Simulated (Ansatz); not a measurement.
`Cl[Si](Cl)(Cl)Br` → Cl₂ + `Cl[Si]Br` at 600 K and 1 bar (silylene formation by 1,1-elimination).

Isolated molecules relaxed with PBE0-D4/def2-TZVP in Ansatz; ΔE leaves out vibrations. CCSD(T)/CBS adds triple-zeta CCSD(T) − MP2 to the extrapolated MP2 energy (def2 sets, frozen cores). This one scheme is used for every species. For Br outer-core shells are correlated without core-valence functions, which leaves a few kJ/mol of doubt a bond. Scalar relativity is left out up to krypton.

```tsv
species	CCSD(T)/CBS energy (Eh)	H − E (kJ/mol)	S (J/(mol·K))
`Cl[Si](Cl)(Cl)Br`	-4241.93609	68.0	424.1
Cl₂	-919.51390	23.2	247.3
`Cl[Si]Br`	-3322.23177	36.0	337.7
```

H − E and S are ideal-gas, rigid-rotor, harmonic terms from PBE0-D4/def2-TZVP. 1 Eh = 2625.50 kJ/mol, R = 8.31446 J/(mol·K).

Question: By hand: ΔE, ΔH, ΔS and ΔG.

Answer: ΔE = (-919.51390) + (-3322.23177) − (-4241.93609) = 0.19042 Eh = 499.9 kJ/mol. Δ(H − E) = 23.2 + 36.0 − 68.0 = -8.8, so ΔH = 491.1 kJ/mol. ΔS = 247.3 + 337.7 − 424.1 = 160.9 J/(mol·K). ΔG = 491.1 − 600 × (160.9)/1000 = 394.6 kJ/mol.

Question: By hand: the equilibrium constant, and the temperature at which ΔG would vanish if ΔH and ΔS stayed fixed.

Answer: log₁₀ K = −ΔG/(RT ln 10) = -34.4. ΔG = 0 at ΔH/ΔS = 3052 K, far beyond where these terms or the molecules hold.

The number of gas molecules changes by +1, which sets the sign of ΔS. A doubt of 5 kJ/mol in ΔE shifts log₁₀ K by 0.4 here. These are equilibria of isolated gas molecules and say nothing of rates. Largest T1 diagnostic: 0.011 (customary marks: 0.02 for closed shells, 0.045 for open ones).
